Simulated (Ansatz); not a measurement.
Several settings on one geometry of GaMe2(hfac) (C₇H₇F₆GaO₂) (that of the charge 0 singlet, PBE-D4/def2-SVP). Ansatz on 2 threads of AMD EPYC 7R13 on a shared host and a share (18 GiB) of an NVIDIA H100 80GB HBM3; times are rough.

```xyz
23

Ga    1.327   -0.053    1.044
C     0.729   -0.023    2.916
H    -0.376    0.033    2.966
H     1.148    0.853    3.450
H     1.057   -0.938    3.448
C     3.051   -0.116    0.103
H     2.892   -0.303   -0.978
H     3.698   -0.920    0.507
H     3.587    0.848    0.216
O     0.280    1.419    0.134
C    -0.728    1.259   -0.622
C    -1.327    2.589   -1.130
F    -0.393    3.281   -1.810
F    -1.730    3.335   -0.084
F    -2.386    2.397   -1.944
C    -1.320    0.048   -1.026
C    -0.824   -1.205   -0.618
C    -1.513   -2.485   -1.139
F    -1.880   -3.264   -0.105
F    -0.653   -3.180   -1.911
F    -2.613   -2.213   -1.874
O     0.164   -1.441    0.145
H    -2.191    0.080   -1.689
```

Totals from different functionals, basis sets or treatments of relativity can't be compared as stabilities.

DK, ANO-RCC and x2c sets are all-electron and run with scalar relativity unless a key says otherwise. The 6-31G sets use Cartesian d functions. Correlated methods freeze 24 core orbitals; core or outer-core shells of Ga are correlated, in sets that lack core-valence functions.

The spins typed aren't always the lowest for that charge.

Task: Give the basis size and estimate the energy, ⟨S²⟩ and time of these runs.

```json
{"run": "1", "method": "UKS SVWN5/6-31G", "charge": "-1", "state": "doublet", "further keys": "scf: {omitted_lower_state_checks: [starts]}"}
{"run": "2", "method": "RKS PBE0-DH/6-31G", "charge": "0", "state": "singlet", "further keys": "accuracy: high; scf: {lower_state_search: off}"}
{"run": "3", "method": "UKS B97M-V/cc-pVDZ", "charge": "-1", "state": "doublet", "further keys": "forces asked"}
{"run": "4", "method": "RKS PBE0-D3(BJ)/cc-pVTZ-DK", "charge": "0", "state": "singlet", "further keys": "fitting: {mean_field: def2-universal-jkfit}; scf: {lower_state_search: full}"}
```

Result: 
| run | functions | energy (Eh) | ⟨S²⟩ | wall time |
| --- | --- | --- | --- | --- |
| 1 | 178 | -2934.5384 | 0.75 | 4.5 s |
| 2 | 178 | -2943.1538 | – | 8.5 s |
| 3 | 272 | -2944.8548 | 0.76 | 15 s |
| 4 | 591 | -2964.2636 | – | 7 s |

The highest occupied level of an anion often lies above zero with these methods, and sets without diffuse functions describe the outer electron poorly.
